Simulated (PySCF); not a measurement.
## Correlation energy of Zn²⁺ (zinc, charge +2)

[Ar] 3d10, closed-shell 1S. Calculation: PySCF 2.14, in dyall-av2z; no relativity, point nucleus. Frozen: [Ar]; 10 electrons correlated; the 34 highest virtual orbitals of each spin left out.

```tsv
level	correlation energy (mhartree)
CCSD	-342.06
(T)	-6.96
CCSD(T)	-349.02
```

Diagnostics: T1 = 0.0076, D1 = 0.0107, largest double amplitude 0.017.

Is a single reference adequate?

Yes: T1 lies below 0.03 and no double amplitude reaches 0.07.
